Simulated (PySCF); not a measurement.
## A small calculation by hand: chemical shift, span and skew from a shielding tensor

CH₈BNO₂Si, SMILES N(B(O)O)[SiH2]C. Atoms are numbered in the order given.

```xyz
14

Si    -1.1740     0.9031     0.2294
C     -2.4790    -0.4389     0.1762
N      0.4055     0.3158     0.6934
B      1.3451    -0.3578    -0.1728
O      2.4573    -1.0076     0.2955
O      1.1669    -0.4008    -1.5305
H     -1.5709     1.9812     1.1844
H     -1.0442     1.4917    -1.1447
H     -2.6196    -0.8988     1.1676
H     -2.1805    -1.2352    -0.5250
H     -3.4516    -0.0396    -0.1553
H      0.6351     0.3693     1.6821
H      2.5126    -1.0235     1.2556
H      0.4720     0.1902    -1.8431
```

Geometry optimised at r2SCAN-D4/def2-SVP. This is a generated structure with no PubChem entry under its InChIKey; it may be hypothetical. Other conformers were not sampled.

GIAO shieldings from PBE/pcSseg-1 run with PySCF, non-relativistic, no solvent. The symmetric part of the tensor of Si1 has the principal values 308.3, 388.5, 408.1 ppm. The same nucleus in TMS has σ = 335.4 ppm at this level (PySCF, at its B3LYP-D3(BJ)/def2-TZVP geometry).

Problem. Work out the isotropic shielding, the ²⁹Si shift against TMS, the span and the skew.

Solution. 
σ(iso) = (σ11 + σ22 + σ33)/3 = 368.3 ppm. δ = σ(ref) − σ(iso) = 335.4 − (368.3) = -32.9 ppm.
Span Ω = σ33 − σ11 = 99.8 ppm. Skew κ = 3(σ(iso) − σ22)/Ω = -0.61. Tumbling in solution averages the tensor to δ; in a static solid the shielding alone would spread this spin-1/2 line over Ω.
